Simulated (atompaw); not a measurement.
**How hard is this Re (Z = 75) PAW (atompaw) potential?**

| Property | Result |
| --- | --- |
| Element | Re |
| Generator | atompaw 4.2.0.5 |
| Type | PAW |
| Functional | PBE |
| Relativity | scalar-relativistic |
| Frozen core | [Kr] 4d10 4f14 |
| Valence charge | 15 |
| Reference configuration | 5s2 5p6 5d5 6s2 6p0 |
| Partial waves | 5s (bound): rc 1.30 bohr; 6s (bound): rc 1.70 bohr; 5p (bound): rc 2.10 bohr; 6p (bound, empty): rc 2.50 bohr; 5d (bound): rc 2.50 bohr; 5d channel at 3.55 Ry: rc 2.50 bohr |
| Local potential | vpsmatchnc scheme with l = 3 at 1 Ry, radius 2.30 bohr |
| Core correction | smooth core density matched at 1.35 bohr |
| Augmentation charge | gaussian compensation charge, radius 2.45 bohr; PAW radius 2.50 bohr; waves and projectors: custom rrkj gramschmidtortho |

The pseudo-atom Hamiltonian at the reference potential is diagonalised in spherical Bessel functions j_l(qr) that vanish at 20 bohr, with q² up to the cutoff. All-electron valence levels (Ry): 5s -6.2659, 6s -0.4368, 5p -3.4552, 6p -0.0969, 5d -0.3945.

Q: How do the lowest levels (Ry) of each channel move with the cutoff, and are there ghosts?

A:

```json
{"cutoff (Ry)": "8", "s #1": "-5.9633", "s #2": "-0.3397", "s #3": "0.0120", "p #1": "-1.8216", "p #2": "-0.0958", "p #3": "0.0509", "d #1": "-0.1397", "f #1": "0.1111", "Σ f·Δε (mRy)": "11875.6"}
{"cutoff (Ry)": "15", "s #1": "-6.2131", "s #2": "-0.4001", "s #3": "0.0064", "p #1": "-3.4454", "p #2": "-0.0969", "p #3": "0.0508", "d #1": "-0.3923", "f #1": "0.1111", "Σ f·Δε (mRy)": "248.9"}
{"cutoff (Ry)": "21", "s #1": "-6.2556", "s #2": "-0.4258", "s #3": "0.0042", "p #1": "-3.4545", "p #2": "-0.0969", "p #3": "0.0507", "d #1": "-0.3941", "f #1": "0.1111", "Σ f·Δε (mRy)": "49.3"}
{"cutoff (Ry)": "35", "s #1": "-6.2653", "s #2": "-0.4365", "s #3": "0.0033", "p #1": "-3.4552", "p #2": "-0.0969", "p #3": "0.0507", "d #1": "-0.3944", "f #1": "0.1111", "Σ f·Δε (mRy)": "2.5"}
{"cutoff (Ry)": "45", "s #1": "-6.2657", "s #2": "-0.4367", "s #3": "0.0033", "p #1": "-3.4552", "p #2": "-0.0969", "p #3": "0.0507", "d #1": "-0.3945", "f #1": "0.1111", "Σ f·Δε (mRy)": "1.0"}
{"cutoff (Ry)": "60", "s #1": "-6.2657", "s #2": "-0.4368", "s #3": "0.0032", "p #1": "-3.4552", "p #2": "-0.0969", "p #3": "0.0507", "d #1": "-0.3945", "f #1": "0.1111", "Σ f·Δε (mRy)": "0.6"}
{"cutoff (Ry)": "400", "s #1": "-6.2659", "s #2": "-0.4369", "s #3": "0.0032", "p #1": "-3.4552", "p #2": "-0.0969", "p #3": "0.0507", "d #1": "-0.3945", "f #1": "0.1111", "Σ f·Δε (mRy)": "0.0"}
```

Result: no extra level below or beside the all-electron valence levels (s, p, d, f tested); 10 mRy is reached at 30 Ry and 1 mRy at 50 Ry.
